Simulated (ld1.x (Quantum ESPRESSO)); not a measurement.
Before and after: RRKJ potential for krypton

krypton, norm-conserving RRKJ (Kleinman–Bylander form), made with ld1.x (Quantum ESPRESSO) 7.5 (PBEsol, scalar-relativistic). Core [Ar], reference 3d10 4s2 4p6. Waves: 4p (bound): rc 1.05 bohr; 3d (bound): rc 0.65 bohr; 4s (bound): rc 1.20 bohr. Local part: the s channel. Core correction: a·sin(br)/r model core inside 0.55 bohr.

All-electron outer shells of the reference configuration (PBEsol, scalar-relativistic, ld1.x):

```csv
shell,level (eV),outermost node (bohr),outermost maximum (bohr)
3s,-263.51,0.22,0.47
3p,-194.95,0.20,0.46
3d,-81.40,–,0.41
4s,-23.04,0.64,1.34
4p,-9.24,0.67,1.55
```

Change: all radii but the core radius scaled by about 1.21 (s 1.46, p 1.28, d 0.78 bohr).

Cutoffs: the cutoffs (Ry, on a coarse ladder) from which the occupation-weighted sum of valence levels, in a spherical-Bessel basis at the reference potential, stays within 10 and 1 mRy of its value at 400 Ry; they do not see the model core or the augmentation charge, which bear on the density cutoff. Errors are all-electron minus pseudo energies relative to the spin-unpolarised reference configuration.

**Question.** What does the change do?

**Answer.** Both files keep a bound ghost (p); of the 7 tests that both files solve, the error grows in 0 and shrinks in 7 by more than 15 % and 0.3 meV (median size 119.6 → 25.3 meV). That the errors move this way runs against the usual rule that smaller radii transfer better.

| quantity | base | changed |
| --- | --- | --- |
| cutoff, loose | over 300 Ry | over 300 Ry |
| cutoff, tight | over 300 Ry | over 300 Ry |
| loose cutoff by channel (10 mRy a level) | p 110 Ry, d over 300 Ry, s 45 Ry | p 10 Ry, d 300 Ry, s 40 Ry |
| bound ghosts | p | p |
| error for 3d10 4s2 4p5, meV [ΔE 14.28 eV] | -35 | -7.1 |
| error for 3d10 4s2 4p4, meV [ΔE 39.46 eV] | -120 | -25 |
| error for 3d10 4s2 4p3, meV [ΔE 76.55 eV] | -216 | -49 |
| error for 3d10 4s1 4p6, meV [ΔE 28.79 eV] | -81 | -20 |
| error for 3d9 4s2 4p6, meV [ΔE 93.87 eV] | -3657 | -1761 |
| error for 3d10 4s2 4p2, meV [ΔE 126.39 eV] | -271 | -59 |
| error for 3d10 4s2 4p5.5, meV [ΔE 5.85 eV] | -10.0 | -2.2 |

 A true bound ghost makes a file unfit for plane-wave use even where its test errors are small: the radial tests pick states by their node count and pass the ghost by.
